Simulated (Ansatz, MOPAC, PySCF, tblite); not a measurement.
Breaking a bond: CH₃BO, SMILES [O+]#C[BH3-], singlet. The B1–C5 bond (B1 also carries H, H, H; C5 carries O) is stretched with both fragments frozen at the PBE0/def2-TZVP optimised geometry.

- UMP2 = MP2 on UHF/cc-pVTZ, frozen core run with Ansatz (an electronic-structure program)
- UHF/STO-3G = PySCF with unrestricted Hartree-Fock/STO-3G
- PM6, restricted, heats of formation (MOPAC)
- GFN2-xTB, 300 K electronic temperature (tblite)
- RCCSD = CCSD on RHF/cc-pVTZ, frozen core run with Ansatz

Energies are in kJ/mol, each relative to the lowest point of its own curve near equilibrium.

```csv
R / Å,UMP2,UHF/STO-3G,PM6,GFN2-xTB,RCCSD
1.15,345.2,448.0,387.9,375.2,355.5
1.22,196.5,270.0,223.1,191.8,204.9
1.30,91.6,140.3,102.6,73.9,98.0
1.35,51.1,87.8,55.4,33.7,56.3
1.41,20.9,45.5,20.4,8.2,24.6
1.48,3.9,16.9,2.2,0.0,5.7
1.51,0.9,9.6,0.0,1.4,2.0
1.55,0.0,3.5,1.1,6.5,0.0
1.62,4.4,0.0,11.3,21.5,2.6
1.66,9.3,1.0,20.5,32.2,6.5
1.77,27.3,10.7,52.3,65.2,21.8
1.87,45.7,24.2,84.1,94.8,38.0
2.07,79.3,54.9,142.1,143.2,68.0
2.24,101.7,79.4,179.4,171.1,87.8
2.47,123.2,106.2,212.4,193.7,106.8
2.70,137.3,125.1,230.6,205.5,119.1
3.05,149.8,142.0,242.8,212.8,130.1
3.30,155.0,148.4,246.3,214.4,134.6
3.70,159.8,153.5,248.8,215.0,138.8
4.05,162.1,155.6,249.7,215.1,140.9
4.55,164.0,157.1,250.4,215.2,142.5
5.32,165.3,158.1,250.9,215.3,143.6
```

At the longest distance, 5.32 Å, PM6 lies highest above its minimum (250.9 kJ/mol) and RCCSD lowest (143.6 kJ/mol).
